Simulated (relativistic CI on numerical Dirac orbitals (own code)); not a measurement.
Calculated levels, In11+

Calculated at this level of theory: Dirac-Coulomb-Breit CI, KLI orbitals optimised for each configuration, model QED (radiative potential, 1s self-energy scaled to tabulated hydrogen-like ionisation energies), unscaled Slater integrals (own radial code, finite nucleus).

Configuration list (outside the closed core [Ar] 3d10): 4s²4p⁶4d², 4s²4p⁵4d³, 4s²4p⁶4d4f, 4s²4p⁶4d5s, 4s4p⁶4d³, 4s²4p⁶4d5p, 4s²4p⁵4d²4f, 4s²4p⁶4f5s, 4s²4p⁶4d5d, 4s²4p⁶5s5p, 4s4p⁶4d²4f, 4s²4p⁶4d6s, 4s²4p⁵4d²5s, 4s²4p⁶4d5f, 4s²4p⁶4d6p, 4s²4p⁶4d5g, 4s²4p⁵4d²5p, 4s²4p⁶4d6d, 4s²4p⁶4d7s, 4s²4p⁶4d6f, 4s²4p⁶4d7p, 4s²4p⁶4f², 4s²4p⁵4f³, 4s²4p⁶5s², 4s²4p⁵4f5s², 4p⁶4d⁴, 4p⁵4d⁵, 4p⁵4d⁴4f, 4s²4p⁶4f5p, 4s²4p⁵4f²5p, 4s²4p⁶5p², 4s²4p⁵4f5p². Double excitations out of closed p, d and f shells are left out; levels of such configurations are missing from the list, as are those of other unlisted configurations, and high levels can miss mixing partners. These lack a partner that the ground configuration has and come out too high: 4s4p⁶4d²4f, 4s²4p⁵4d²5s, 4s²4p⁵4d²5p.

The lowest level is 4s²4p⁶4d² ³F2, with 93 % of that term; Hund's rules for 4s²4p⁶4d² give ³F with J = 2, in agreement.

| No. | Configuration | Term | J | E (cm⁻¹) | % | jj configuration (%) |
| --- | --- | --- | --- | --- | --- | --- |
| 1 | 4s²4p⁶4d² | ³F | 2 | 0 | 93 | 4d3/2^2 (85) |
| 2 | 4s²4p⁶4d² | ³F | 3 | 7935 | 99 | 4d3/2 4d5/2 (99) |
| 3 | 4s²4p⁶4d² | ³F | 4 | 15553 | 95 | 4d5/2^2 (62) |
| 4 | 4s²4p⁶4d² | ³P | 0 | 23020 | 96 | 4d3/2^2 (74) |
| 5 | 4s²4p⁶4d² | ¹D | 2 | 24433 | 51 | 4d3/2 4d5/2 (85) |
| 6 | 4s²4p⁶4d² | ³P | 1 | 26896 | 98 | 4d3/2 4d5/2 (98) |
| 7 | 4s²4p⁶4d² | ³P | 2 | 36504 | 55 | 4d5/2^2 (96) |
| 8 | 4s²4p⁶4d² | ¹G | 4 | 37813 | 95 | 4d3/2 4d5/2 (62) |
| 9 | 4s²4p⁶4d² | ¹S | 0 | 86049 | 96 | 4d5/2^2 (75) |
| 10 | 4p⁵4d³(4F) | ⁵D° | 2 | 501756 | 54 | 4p3/2^3 4d3/2^2 4d5/2 (41) |
| 11 | 4p⁵4d³(4F) | ⁵D° | 3 | 502608 | 48 | 4p3/2^3 4d3/2^2 4d5/2 (73) |
| 12 | 4p⁵4d³(4F) | ⁵D° | 1 | 503271 | 71 | 4p3/2^3 4d3/2^3 (44) |
| 13 | 4p⁵4d³(4P) | ⁵S° | 2 | 503887 | 88 | 4p3/2^3 4d3/2^2 4d5/2 (42) |
| 14 | 4p⁵4d³(4F) | ⁵D° | 0 | 505627 | 98 | 4p3/2^3 4d3/2^2 4d5/2 (49) |
| 15 | 4p⁵4d³(4P) | ⁵D° | 4 | 505776 | 45 | 4p3/2^3 4d3/2 4d5/2^2 (62) |
| 16 | 4p⁵4d³(4F) | ⁵F° | 5 | 514550 | 60 | 4p3/2^3 4d3/2 4d5/2^2 (60) |
| 17 | 4p⁵4d³(4P) | ⁵D° | 4 | 518449 | 43 | 4p3/2^3 4d3/2^2 4d5/2 (55) |
| 18 | 4p⁵4d³(4F) | ⁵D° | 2 | 518759 | 31 | 4p3/2^3 4d3/2^2 4d5/2 (56) |
| 19 | 4p⁵4d³(4F) | ⁵F° | 1 | 519011 | 50 | 4p3/2^3 4d3/2^2 4d5/2 (62) |
| 20 | 4p⁵4d³(4P) | ⁵D° | 3 | 519438 | 35 | 4p3/2^3 4d3/2 4d5/2^2 (31) |
| 21 | 4p⁵4d³(4F) | ⁵G° | 6 | 523823 | 93 | 4p3/2^3 4d3/2 4d5/2^2 (51) |
| 22 | 4p⁵4d³(2H) | ³G° | 3 | 530295 | 69 | 4p3/2^3 4d3/2^2 4d5/2 (55) |
| 23 | 4p⁵4d³(2G) | ³F° | 2 | 532494 | 32 | 4p3/2^3 4d3/2 4d5/2^2 (67) |
| 24 | 4p⁵4d³(2H) | ³G° | 4 | 533196 | 61 | 4p3/2^3 4d3/2^2 4d5/2 (45) |
| 25 | 4p⁵4d³(4F) | ⁵G° | 5 | 534278 | 37 | 4p3/2^3 4d3/2 4d5/2^2 (44) |
| 26 | 4p⁵4d³(2G) | ³F° | 2 | 536165 | 31 | 4p3/2^3 4d3/2 4d5/2^2 (49) |
| 27 | 4p⁵4d³(2G) | ³F° | 3 | 540025 | 40 | 4p3/2^3 4d3/2^2 4d5/2 (38) |
| 28 | 4p⁵4d³(2P) | ³P° | 1 | 540510 | 56 | 4p3/2^3 4d3/2 4d5/2^2 (39) |
| 29 | 4p⁵4d³(2G) | ¹G° | 4 | 541642 | 32 | 4p3/2^3 4d3/2^2 4d5/2 (44) |
| 30 | 4s²4p⁶4d5s | ³D | 1 | 542384 | 99 | 4d3/2 5s (99) |

Energies count from the lowest computed level; ° marks odd parity. Percentages are summed over parent terms; the parents shown are those of the largest component, closed shells are left out there. Filled j subshells are mostly left out of the jj labels.

The mean weight of the leading LS term, summed over parents, in these 30 levels is 65 %, and that of the leading jj configuration (from the same eigenvectors) 61 %.

At this charge energies of transitions that change n are usually good to better than 1 %, and those within a shell (Δn = 0) to a few per cent. Terms inside the open d or f shell come out 10 to 20 % too wide with unscaled integrals.

Landé's interval rule says that E(J) − E(J−1) = AJ with one A. For the ground term the intervals give A = 2645.1, 1904.3 cm⁻¹ for J = 3, 4; the multiplet is regular.

LS names give the leading component of a level, which can be under half, so a name can repeat, a term be missing and a line seem to break the LS rules.
